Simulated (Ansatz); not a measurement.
A CCSD(T) single point on CH₅BOS₂, SMILES `COB(S)S`.

```yaml
crystal:
  periodic: [false, false, false]
  atoms:
    - {symbol: C, position_ang: [0.068624, -1.519245, 0.581984]}
    - {symbol: O, position_ang: [0.201045, -0.124327, 0.780676]}
    - {symbol: B, position_ang: [-0.013371, 0.763475, -0.213348]}
    - {symbol: S, position_ang: [-0.489517, 0.198432, -1.879544]}
    - {symbol: S, position_ang: [0.176282, 2.536437, 0.119965]}
    - {symbol: H, position_ang: [0.769340, -1.872985, -0.179462]}
    - {symbol: H, position_ang: [0.292599, -2.008287, 1.529020]}
    - {symbol: H, position_ang: [-0.950258, -1.774951, 0.277924]}
    - {symbol: H, position_ang: [-0.566483, 1.419791, -2.428861]}
    - {symbol: H, position_ang: [0.511729, 2.381660, 1.411646]}
basis:
  gaussian: {orbitals: def2-QZVPP}
correlation: {method: ccsd_t}
```

```sh
$ ansatz run in.yaml --threads 2 --pin off --events-out ev --progress --plain --max-ram 22528MiB --backend cuda --devices 0, --max-vram 18GiB
```

The program prints (abridged):

```
Functional definition: HF
2767 factors; integrals over basis functions are off by at most 9.6e-4 eV
mean field evaluation 1: about -25455.6924 eV, gradient 3.4e1 eV
mean field evaluation 2: about -25455.8770 eV, gradient 3.4e1 eV
mean field evaluation 4: about -25458.9196 eV, gradient 4.7e0 eV
mean field evaluation 8: about -25458.9999 eV, gradient 3.4e-1 eV
mean field evaluation 16: about -25459.0007 eV, gradient 1.7e-6 eV
mean field -25459.00066734 eV, -935.6010177942 hartree, gradient 1.7e-6 eV, S^2 0.000000; 0 other end points of the search recorded, 0 dependent functions left out
13 core orbitals not correlated: weight in the atoms' cores, before any rotation towards them, 1.000 or more for the frozen orbitals, at most 0.000 for the correlated occupied ones
reference -25459.00066734 eV, -935.6010177942 hartree; 15, 15 occupied and 433, 433 virtual orbitals, 2767 factors
second order -25.32410817 eV of doubles, -0.00000000 eV of singles
cycle   1  -25.71675556 eV  change   -3.9e-1 eV  update   1.1e-1
cycle   2  -26.32160087 eV  change   -6.0e-1 eV  update   3.2e-2
cycle   3  -26.45615062 eV  change   -1.3e-1 eV  update   1.7e-2
cycle   4  -26.44248372 eV  change    1.4e-2 eV  update   4.2e-3
cycle   5  -26.43981329 eV  change    2.7e-3 eV  update   2.0e-3
cycle   6  -26.44024642 eV  change   -4.3e-4 eV  update   5.8e-4
cycle   7  -26.43983878 eV  change    4.1e-4 eV  update   2.1e-4
cycle   8  -26.43981809 eV  change    2.1e-5 eV  update   6.0e-5
cycle   9  -26.43985534 eV  change   -3.7e-5 eV  update   2.3e-5
cycle  10  -26.43985572 eV  change   -3.8e-7 eV  update   1.0e-5
perturbative correction -1.23142871 eV, -0.0452541705 hartree
Total energy: -25486.67195177 eV, -936.6179187409 hartree
```

Hardware: 2 threads of an AMD EPYC 7R13 on a shared host and a share of an NVIDIA H100 80 GB. Wall time 23 s, peak host memory 2.4 GiB.

Correlation energy per correlated electron: -0.922 eV. T1 diagnostic: 0.0129.
